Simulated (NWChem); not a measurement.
All runs are NWChem calculations. System: FNa, charge 1, spin multiplicity 2, at the geometry of a parent with another charge or spin, in a state set for the comparison that need not be this species' ground state. Its SCF solution wasn't tested for a lower state. Level: UMP2/6-31G* (spherical d), 2 core orbitals frozen.

Output (cleaned and shortened):

```
             Northwest Computational Chemistry Package (NWChem) 7.3.0
             --------------------------------------------------------

                                NWChem Input Module
                                -------------------

 Scaling coordinates for geometry "geometry" by  1.889725989
 (inverse scale =  0.529177249)

 Turning off AUTOSYM since
 SYMMETRY directive was detected!

                             Geometry "geometry" -> ""
                             -------------------------

 Output coordinates in angstroms (scale by  1.889725989 to convert to a.u.)

  No.       Tag          Charge          X              Y              Z
 ---- ---------------- ---------- -------------- -------------- --------------
    1 Na                  11.0000     0.00000000     0.00000000    -0.84971300
    2 F                    9.0000     0.00000000     0.00000000     1.03853800

 Effective nuclear repulsion energy (a.u.)      27.7444829374

            Nuclear Dipole moment (a.u.)
            ----------------------------
        X                 Y               Z
 ---------------- ---------------- ----------------
     0.0000000000     0.0000000000    -0.0000018897

      Symmetry information
      --------------------

 Group name             C2v
 Group number             16
 Group order               4
 No. of unique centers     2

      Symmetry unique atoms

     1    2


 Summary of "ao basis" -> "" (spherical)
 ------------------------------------------------------------------------------
       Tag                 Description            Shells   Functions and Types
 ---------------- ------------------------------  ------  ---------------------
 *                           6-31g*                   on all atoms

 Summary of "ao basis" -> "ao basis" (spherical)
 ------------------------------------------------------------------------------
       Tag                 Description            Shells   Functions and Types
 ---------------- ------------------------------  ------  ---------------------
 Na                          6-31g*                  8       18   4s3p1d
 F                           6-31g*                  6       14   3s2p1d

                                 NWChem SCF Module
                                 -----------------

  ao basis        = "ao basis"
  functions       =    32
  atoms           =     2
  alpha electrons =    10
  beta  electrons =     9
  charge          =   1.00
  wavefunction    = UHF
  use symmetry    = T
  symmetry adapt  = T

 Summary of "ao basis" -> "ao basis" (spherical)
 ------------------------------------------------------------------------------
       Tag                 Description            Shells   Functions and Types
 ---------------- ------------------------------  ------  ---------------------
 Na                          6-31g*                  8       18   4s3p1d
 F                           6-31g*                  6       14   3s2p1d

      Symmetry analysis of basis
      --------------------------

        a1         16
        a2          2
        b1          7
        b2          7

 Forming initial guess at       0.0s

   Symmetry analysis of molecular orbitals - initial alpha
   -------------------------------------------------------

  Numbering of irreducible representations:

     1 a1          2 a2          3 b1          4 b2

  Orbital symmetries:

     1 a1          2 a1          3 a1          4 a1          5 b2
     6 b1          7 a1          8 b2          9 a1         10 b1
    11 a1         12 b2         13 b1         14 a1         15 a1
    16 b2         17 b1         18 a1         19 a2         20 a1

   Symmetry analysis of molecular orbitals - initial beta
   ------------------------------------------------------

  Numbering of irreducible representations:

     1 a1          2 a2          3 b1          4 b2

  Orbital symmetries:

     1 a1          2 a1          3 a1          4 a1          5 b2
     6 b1          7 a1          8 a1          9 b1         10 b2
    11 a1         12 b1         13 b2         14 a1         15 a1
    16 b1         17 b2         18 a1         19 a2         20 a1

 Starting SCF solution at       0.0s
[...]
     8      0.242683  1 Na py

 Vector   11  Occ=0.000000D+00  E=-1.636584D-01  Symmetry=a1
              MO Center=  3.3D-17, -8.2D-16, -1.5D+00, r^2= 6.1D+00
   Bfn.  Coefficient  Atom+Function         Bfn.  Coefficient  Atom+Function
  ----- ------------  ---------------      ----- ------------  ---------------
    10      0.677637  1 Na s                  6      0.357764  1 Na s
     2     -0.184280  1 Na s

 Vector   12  Occ=0.000000D+00  E=-1.016681D-01  Symmetry=b1
              MO Center=  7.8D-15, -4.0D-16, -8.9D-01, r^2= 1.1D+01
   Bfn.  Coefficient  Atom+Function         Bfn.  Coefficient  Atom+Function
  ----- ------------  ---------------      ----- ------------  ---------------
    11      0.838736  1 Na px                 7      0.231640  1 Na px

 center of mass
 --------------
 x =   0.00000000 y =   0.00000000 z =   0.00881348

 moments of inertia (a.u.)
 ------------------
         132.446986505747           0.000000000000           0.000000000000
           0.000000000000         132.446986505747           0.000000000000
           0.000000000000           0.000000000000           0.000000000000

  Mulliken analysis of the total density
  --------------------------------------

    Atom       Charge   Shell Charges
 -----------   ------   -------------------------------------------------------
    1 Na  11    10.03   2.00  2.00  5.99  0.01  0.01  0.00  0.00  0.01
    2 F    9     8.97   2.00  0.99  3.15  1.03  1.80  0.00

  Mulliken analysis of the alpha density
  --------------------------------------

    Atom       Charge   Shell Charges
 -----------   ------   -------------------------------------------------------
    1 Na  11     5.01   1.00  1.00  3.00  0.00  0.01  0.00  0.00  0.00
    2 F    9     4.99   1.00  0.51  1.92  0.51  1.05  0.00

   Mulliken analysis of the beta density
   -------------------------------------

    Atom       Charge   Shell Charges
 -----------   ------   -------------------------------------------------------
    1 Na  11     5.02   1.00  1.00  3.00  0.01  0.01  0.00  0.00  0.00
    2 F    9     3.98   1.00  0.48  1.23  0.53  0.75  0.00

   Mulliken analysis of the spin density
   -------------------------------------

    Atom       Charge   Shell Charges
 -----------   ------   -------------------------------------------------------
    1 Na  11    -0.01  -0.00 -0.00  0.00 -0.00 -0.00  0.00 -0.00 -0.00
    2 F    9     1.01  -0.00  0.03  0.70 -0.02  0.30 -0.00

       Multipole analysis of the density wrt the origin
       ------------------------------------------------

     L   x y z        total         alpha         beta         nuclear
     -   - - -        -----         -----         ----         -------
     0   0 0 0      1.000000    -10.000000     -9.000000     20.000000

     1   1 0 0      0.000000      0.000000      0.000000      0.000000
     1   0 1 0      0.000000      0.000000      0.000000      0.000000
     1   0 0 1     -1.459908     -1.705577      0.245671     -0.000002

     2   2 0 0     -5.723112     -2.958087     -2.765024      0.000000
     2   1 1 0      0.000000     -0.000000      0.000000      0.000000
     2   1 0 1     -0.000000      0.000000     -0.000000      0.000000
     2   0 2 0     -5.063535     -2.952146     -2.111388      0.000000
     2   0 1 1     -0.000000     -0.000000     -0.000000      0.000000
     2   0 0 2     -2.680691    -34.855850    -30.851214     63.026373

                   NWChem MP2 Semi-direct Energy/Gradient Module
                   ---------------------------------------------

  Basis functions       =     32
  Molecular orbitals    =     32
  Frozen core           =      2
  Frozen virtuals       =      0
  Active alpha occupied =      8
  Active beta occupied  =      7
  Active alpha virtual  =     22
  Active beta virtual   =     23
  Use MO symmetry       = T
  Use skeleton AO sym   = T

  AO/Fock/Back tols     =   1.0D-09  1.0D-09  1.0D-09

 GA uses MA = F    GA memory limited = T

 Available:
  local mem=  1.26D+08
 global mem=  1.44D+08
 local disk=  0.00D+00
  mp2_memr nvloc                    22
  nvloc new                    22
   1 passes of   8:        2097152                       6576                    317159.
   1 passes of   8: M    126154500           G      144177152           F     124057348.

 Semi-direct pass number   1 of   1  for UHF alpha       at        0.1s
  vrange nnbf                   527
  mp2_eaftype                    10  avail_ma_in_mb                  1099
 EAF : mp2_eaftype filesize          10     158579.
  mp2_eaf for mointskh                     10
Node 0 wrote      0.7 Mb in      0.0 s     Agg I/O rate:  2065.6 Mb/s
 Done moints_semi at        0.3s
  mp2_eaftype                    10  avail_ma_in_mb                  1089
 EAF : mp2_eaftype filesize          10     158579.
  mp2_eaf for kh                    10
 Done maket at        0.3s
 Done multipass loop at        0.3s

 GA uses MA = F    GA memory limited = T

 Available:
  local mem=  1.26D+08
 global mem=  1.44D+08
 local disk=  0.00D+00
  mp2_memr nvloc                    23
  nvloc new                    23
   1 passes of   7:        2097152                       6194                    290282.
   1 passes of   7: M    126154500           G      144177152           F     124057348.

 Semi-direct pass number   1 of   1  for UHF beta        at        0.3s
  vrange nnbf                   527
  mp2_eaftype                    10  avail_ma_in_mb                  1099
 EAF : mp2_eaftype filesize          10     145141.
  mp2_eaf for mointskh                     10
Node 0 wrote      0.7 Mb in      0.0 s     Agg I/O rate:  2783.6 Mb/s
 Done moints_semi at        0.4s
  mp2_eaftype                    10  avail_ma_in_mb                  1089
 EAF : mp2_eaftype filesize          10     145141.
  mp2_eaf for kh                    10
 Done maket at        0.4s
 Done multipass loop at        0.4s

          -------------------------------------------
          SCF energy                -261.014561193608
          Correlation energy          -0.124846551911
          Singlet pairs                0.000000000000
          Triplet pairs                0.000000000000
          Total MP2 energy          -261.139407745519
          -------------------------------------------

          ---------------------------------------------------
                    Spin Component Scaled (SCS) MP2
          Same spin pairs                     -0.032617017381
          Same spin scaling factor             0.333333333333
          Opposite spin pairs                 -0.092229534530
          Opposite spin scaling fact.          1.200000000000
          SCS-MP2 correlation energy          -0.121547780563
          Total SCS-MP2 energy              -261.136108974171
          ---------------------------------------------------

 -----------------------
 Performance information
 -----------------------

 Timer overhead =  1.55D-07 seconds/call

               Nr. of calls         CPU time (s)                 Wall time (s)                GFlops
             ---------------    -------------------     ------------------------------   -------------------
Name         Min   Avg   Max    Min     Avg     Max     Min     Avg     Max   Mx/calls   Min     Max     Sum
mp2: moin     2     2     2   0.30    0.30    0.30     0.30    0.30    0.30    0.15      0.0     0.0     0.0
mp2: make     2     2     2   9.14E-3 9.14E-3 9.14E-3  9.14E-3 9.14E-3 9.14E-3 4.57E-3   0.0     0.0     0.0
mp2: tota     1     1     1   0.32    0.32    0.32     0.32    0.32    0.32    0.32      0.0     0.0     0.0

 The average no. of pstat calls per process was 5.00D+00
 with a timing overhead of 7.73D-07s

 Task  times  cpu:        0.4s     wall:        0.4s

 Total times  cpu:        0.4s     wall:        0.4s
```

Write an NWChem input that would produce this output.

Several could match; the one computed here: 
```
start mol
memory heap 200 mb stack 900 mb global 1100 mb
charge 1
geometry units angstroms nocenter noautoz
  Na     0.000000     0.000000    -0.849713
  F      0.000000     0.000000     1.038538
  symmetry group C2v
end
basis spherical
  * library 6-31g*
end
scf
  uhf
  nopen 1
  maxiter 100
  thresh 1e-7
  semidirect memsize 60000000 filesize 0
  # guess.movecs holds the orbitals of an unrestricted PBE0 run
  vectors input guess.movecs output mol.movecs
end
mp2
  freeze core 2
end
task mp2 energy
```
